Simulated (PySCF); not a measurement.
C$_{5}$H$_{11}$N$_{2}$ (SMILES CC([NH])=NC(C)C), doublet, at a GFN2-xTB geometry; B3LYP/STO-3G (PySCF).

PySCF was given this input:
```python
from pyscf import gto, scf, dft

mol = gto.M(
    atom='''
C     2.41891842    0.90279200    0.44617353
C     1.31016557   -0.03311675    0.07904435
N     1.61308176   -1.19552830   -0.40252968
N     0.08744570    0.43402249    0.10973355
C    -1.13411780   -0.27760799    0.11596649
C    -2.11824686    0.53318977    0.97362400
C    -1.68838778   -0.41968557   -1.30880742
H     2.50319489    0.94925091    1.53059149
H     3.35377624    0.53920297    0.03192811
H     2.20157701    1.90045636    0.07604137
H     0.85622260   -1.84755861   -0.56821859
H    -1.02447827   -1.27970132    0.57083814
H    -2.22848735    1.53075475    0.55779028
H    -1.74550099    0.61839014    1.99106537
H    -3.08624921    0.03982254    0.98888246
H    -2.65309785   -0.92048064   -1.28293733
H    -1.80769702    0.56344866   -1.75631800
H    -1.00294173   -0.99647408   -1.92609609
''',
    basis='sto-3g',
    spin=1,
    verbose=4,
)

mf = dft.UKS(mol)
mf.xc = 'b3lyp'
mf.kernel()
mf.analyze()
```

Output, abridged:

```
PySCF version 2.14.0

[INPUT] verbose = 4
[INPUT] num. atoms = 18
[INPUT] num. electrons = 55
[INPUT] charge = 0
[INPUT] spin (= nelec alpha-beta = 2S) = 1
[INPUT] symmetry False subgroup None
[INPUT] Mole.unit = angstrom
[INPUT] Symbol           X                Y                Z      unit          X                Y                Z       unit  Magmom
[...]
nuclear repulsion = 306.88624315682
number of shells = 32
number of NR pGTOs = 138
number of NR cGTOs = 46
basis = sto-3g
ecp = {}

******** <class 'pyscf.dft.uks.UKS'> ********
method = UKS
initial guess = minao
damping factor = 0
level_shift factor = 0
DIIS = <class 'pyscf.scf.diis.CDIIS'>
diis_start_cycle = 1
diis_space = 8
diis_damp = 0
SCF conv_tol = 1e-09
SCF conv_tol_grad = None
SCF max_cycles = 50
direct_scf = True
direct_scf_tol = 1e-13
number electrons alpha = 28  beta = 27
XC library pyscf.dft.libxc version 7.1.2
    S. Lehtola, C. Steigemann, M. J. T. Oliveira, and M. A. L. Marques,  SoftwareX 7, 1–5 (2018)
XC functionals = b3lyp
    P. J. Stephens, F. J. Devlin, C. F. Chabalowski, and M. J. Frisch,  J. Phys. Chem. 98, 11623 (1994)
radial grids:
    Treutler-Ahlrichs [JCP 102, 346 (1995); DOI:10.1063/1.469408] (M4) radial grids

becke partition: Becke, JCP 88, 2547 (1988); DOI:10.1063/1.454033
pruning grids: <function nwchem_prune>
grids dens level: 3
symmetrized grids: False
atomic radii adjust function: <function treutler_atomic_radii_adjust>
small_rho_cutoff = 0
Set gradient conv threshold to 3.16228e-05
tot grids = 206288
init E= -303.61744518938

cycle= 1 E= -302.676411537888  delta_E= 0.941  |g|= 0.314  |ddm|= 3.78
cycle= 2 E= -302.636039807484  delta_E= 0.0404  |g|= 0.431  |ddm|= 0.929
cycle= 3 E= -302.732066453439  delta_E= -0.096  |g|= 0.153  |ddm|= 0.674
cycle= 4 E= -302.747107620454  delta_E= -0.015  |g|= 0.0334  |ddm|= 0.257
cycle= 5 E= -302.74797627516  delta_E= -0.000869  |g|= 0.0108  |ddm|= 0.0636
cycle= 6 E= -302.748101629295  delta_E= -0.000125  |g|= 0.0034  |ddm|= 0.0239
cycle= 7 E= -302.748120371522  delta_E= -1.87e-05  |g|= 0.0014  |ddm|= 0.0101
cycle= 8 E= -302.748125338112  delta_E= -4.97e-06  |g|= 0.000548  |ddm|= 0.00616
cycle= 9 E= -302.748126890934  delta_E= -1.55e-06  |g|= 0.000289  |ddm|= 0.00449
cycle= 10 E= -302.748127428711  delta_E= -5.38e-07  |g|= 0.000166  |ddm|= 0.00269
cycle= 11 E= -302.748127761635  delta_E= -3.33e-07  |g|= 7.81e-05  |ddm|= 0.00287
cycle= 12 E= -302.748127842296  delta_E= -8.07e-08  |g|= 5.6e-05  |ddm|= 0.00133
[...]
converged SCF energy = -302.748127881043  <S^2> = 0.77926866  2S+1 = 2.0290576
Total Energy =                        -302.748127881043047
[...]
spin_pop of  6 C 2py       0.00176
spin_pop of  6 C 2pz       0.02302
spin_pop of  7 H 1s       -0.00519
spin_pop of  8 H 1s       -0.00105
spin_pop of  9 H 1s       -0.00330
spin_pop of  10 H 1s       -0.01408
spin_pop of  11 H 1s       -0.00046
spin_pop of  12 H 1s       -0.00098
spin_pop of  13 H 1s       -0.00110
spin_pop of  14 H 1s        0.00132
spin_pop of  15 H 1s        0.00162
spin_pop of  16 H 1s       -0.00122
spin_pop of  17 H 1s       -0.00150
 ** Mulliken Spin Density (per atom)  **
spin density of  0 C =      0.00750
spin density of  1 C =     -0.16141
spin density of  2 N =      0.49915
spin density of  3 N =      0.65109
spin density of  4 C =     -0.03089
spin density of  5 C =      0.02541
spin density of  6 C =      0.03509
spin density of  7 H =     -0.00519
spin density of  8 H =     -0.00105
spin density of  9 H =     -0.00330
spin density of  10 H =     -0.01408
spin density of  11 H =     -0.00046
spin density of  12 H =     -0.00098
spin density of  13 H =     -0.00110
spin density of  14 H =      0.00132
spin density of  15 H =      0.00162
spin density of  16 H =     -0.00122
spin density of  17 H =     -0.00150
 ** Mulliken pop alpha/beta on meta-lowdin orthogonal AOs **
 ** Mulliken pop       alpha | beta **
In total            28.00000 | 27.00000
 ** Mulliken atomic charges   ( Nelec_alpha | Nelec_beta ) **
charge of  0C =     -0.14989  (     3.07870      3.07120 )
charge of  1C =      0.10895  (     2.86482      3.02623 )
charge of  2N =     -0.22124  (     3.86020      3.36104 )
charge of  3N =     -0.15410  (     3.90259      3.25150 )
charge of  4C =      0.04631  (     2.96140      2.99229 )
charge of  5C =     -0.13534  (     3.08037      3.05497 )
charge of  6C =     -0.13782  (     3.08645      3.05136 )
charge of  7H =      0.05777  (     0.46852      0.47371 )
charge of  8H =      0.06491  (     0.46702      0.46807 )
charge of  9H =      0.06299  (     0.46686      0.47016 )
charge of  10H =      0.11431  (     0.43581      0.44989 )
charge of  11H =      0.02930  (     0.48512      0.48558 )
charge of  12H =      0.05523  (     0.47190      0.47287 )
charge of  13H =      0.05080  (     0.47405      0.47515 )
charge of  14H =      0.04934  (     0.47599      0.47467 )
charge of  15H =      0.05280  (     0.47441      0.47279 )
charge of  16H =      0.05682  (     0.47098      0.47220 )
charge of  17H =      0.04885  (     0.47483      0.47632 )
Dipole moment(X, Y, Z, Debye): -1.83144, -0.37408,  0.50113
```
